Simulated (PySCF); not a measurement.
Coordinates in bohr (charge 0 multiplicity 1):
```
Pb    0.0000    0.0000    0.0000
Cl    4.6346    0.0000    0.0000
Cl    0.0000    4.6346    0.0000
Cl   -4.6346    0.0000    0.0000
Cl    0.0000   -4.6346    0.0000
```

Computed with PBE0/[Pb def2-SVP with ECP60, Cl def2-SVP], scalar-relativistic core potentials, density fitting, no spin–orbit coupling, PySCF.

This geometry of PbCl₄ is a stationary point at this level.

Question: What is the point group?

Answer: D4h.

Question: Is it a minimum?

Answer: No: it has 1 imaginary mode, at 77i cm⁻¹ (b2u).

Question: List the harmonic modes with their infrared intensities.

Answer: 
```csv
symmetry,ω (cm⁻¹),"IR (km/mol, summed over degenerate members)"
b2u,77i,–
a2u,97,8.5
eu,125,20.1
b2g,146,0.0
b1g,289,0.0
a1g,313,0.0
eu,343,97.8
```

Question: What are the dipole moment and the gap between the highest occupied and lowest empty levels?

Answer: 0.00 D and 3.42 eV.

In D4h the vibrations span b2u + a2u + 2eu + b2g + b1g + a1g. The a1g, b1g, b2g, b2u modes carry no infrared intensity, as symmetry demands. With a centre of inversion only u modes can be infrared active and only g modes Raman active.

Only a few start shapes were tried, so a lower isomer may exist. At this level a singlet minimum of Td symmetry lies 124 kJ/mol below this structure. With an element this heavy the missing spin–orbit coupling can shift these numbers.
